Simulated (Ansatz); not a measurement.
Relaxation of ClGaH$_{6}$N$_{2}$O (11 atoms, charge 0, multiplicity 1), to a largest force component of 0.03 eV/Å in at most 50 steps.

Computed with RKS BLYP/def2-mTZVP in Ansatz 0.2.0.

```xyz
11
Properties=species:S:1:pos:R:3
Ga -0.081 -0.181 -0.203
Cl -0.142 -0.876 1.924
N 1.579 -0.224 -1.042
H 2.381 -0.254 -0.407
H 1.743 0.501 -1.748
N -1.703 0.111 -1.047
H -2.534 -0.206 -0.547
H -1.767 -0.159 -2.030
O 0.098 2.341 1.382
H 1.019 2.673 1.414
H 0.060 1.679 2.124
```

**Question.** Where does it end, and by what steps?

**Answer.** The forces met the threshold. The force dipped under the threshold on the way, but the program's further checks kept it going. After 27 steps the energy has fallen by 0.289 eV; H10 moved furthest, 0.92 Å. Joined: Ga1–O9 (2.98 → 2.21 Å).

```
step  energy less start (eV)  largest force component (eV/Å)  accepted
   0                  0.0000                           0.495       yes
   1                 -0.0032                           1.306       yes
   2                 -0.0313                           1.135       yes
   3                 -0.0896                           1.215       yes
   4                 -0.0917                           1.111       yes
   5                 -0.1360                           0.615       yes
   6                 -0.1218                           0.890        no
   7                 -0.1557                           0.129       yes
   8                 -0.1592                           0.088       yes
   9                 -0.1599                           0.261       yes
  10                 -0.1630                           0.096       yes
  11                 -0.1704                           0.139       yes
  12                 -0.1837                           0.483       yes
  13                 -0.1524                           1.881        no
  14                 -0.2180                           0.552       yes
  15                 -0.2509                           0.449       yes
  16                 -0.2581                           0.596       yes
  17                 -0.2738                           0.337       yes
  18                 -0.2804                           0.168       yes
  19                 -0.2840                           0.102       yes
  20                 -0.2854                           0.103       yes
  21                 -0.2870                           0.043       yes
  22                 -0.2877                           0.063       yes
  23                 -0.2881                           0.185       yes
  24                 -0.2890                           0.029       yes
  25                 -0.2892                           0.015       yes
  26                 -0.2893                           0.089       yes
  27                 -0.2895                           0.024       yes
```

```xyz
11
Properties=species:S:1:pos:R:3
Ga -0.149 0.059 0.038
Cl -0.187 -1.136 1.935
N 1.598 0.428 -0.629
H 2.301 -0.256 -0.332
H 1.670 0.513 -1.647
N -1.724 0.253 -0.954
H -2.522 -0.249 -0.556
H -1.638 -0.026 -1.936
O 0.096 1.985 1.098
H 1.022 2.042 0.748
H 0.186 1.792 2.055
```

Whether the end is a true minimum wasn't checked by a vibrational analysis.

The run took 44 s on 4 threads of Arm Neoverse V2 (shared host), peak memory 0.2 GiB.
